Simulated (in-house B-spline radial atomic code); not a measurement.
BSE on G0W0@HF excitations of Pb2+

Method: BSE on G0W0@HF. Computed with a B-spline radial code for spherical atoms: linear response of the closed shell [Xe] 4f14 5d10 6s2 with a statically screened interaction on G0W0 levels; scalar-relativistic (spin-free one-electron X2C), finite nucleus, no spin-orbit coupling, no double excitations, S, P, D and F terms only; shells from n = 4 respond. Only terms of natural parity with L up to 3 were computed.

Spin-orbit coupling is strong here, so these LS terms don't match observed levels.

Command:
```bash
python run_td.py task.json out
```
Settings (radii: box in bohr, nucleus in fm):
```
Z                        82
electrons                80
configuration            [Xe] 4f14 5d10 6s2
hamiltonian              x2c
method                   bse
box_radius               29.48
rms_radius               5.5012
intervals                72
```

Run time, properties included: 3.1 s on 1 thread of Intel(R) Xeon(R) 6975P-C (Granite Rapids), with other jobs on the host.

The lowest states, in the order of their Tamm-Dancoff energies; the method's threshold (minus the highest G0W0 level) is 31.99 eV. Labels give the largest channel, * marks a mixed state, and oscillator strengths are full-response dipole values. Energies in eV:

```
     state  full response  Tamm-Dancoff  oscillator strength
6s → 6p 3P              ?             ?                    -
6s → 6p 1P         11.722        12.126                 1.71
6s → 7s 3S         18.746        18.754                    -
6s → 7s 1S         19.363        19.392                    -
6s → 6d 3D         19.805        19.809                    -
6s → 6d 1D         20.258        20.268                    -
6s → 7p 3P         21.730        21.739                    -
6s → 7p 1P              ?             ?                    ?
5d → 6p 3P         23.586        23.615                    -
```

Problem. Where does 6s → 7p 1P lie?

Solution. At 22.038 eV in full response, 22.070 eV in Tamm-Dancoff, oscillator strength 0.00629.

Problem. Where does 6s → 6p 3P lie?

Solution. At 8.905 eV in full response, 9.002 eV in Tamm-Dancoff.

Problem. How large is the singlet-triplet splitting of 6s → 6p (P terms) in Tamm-Dancoff?

Solution. 3.12 eV, from the unrounded values.

Problem. What polarisabilities and dispersion coefficient does the method give?

Solution. Dipole 13.57 bohr³, quadrupole 46.78 bohr⁵, C6 92.51 hartree·bohr⁶ for two such species.
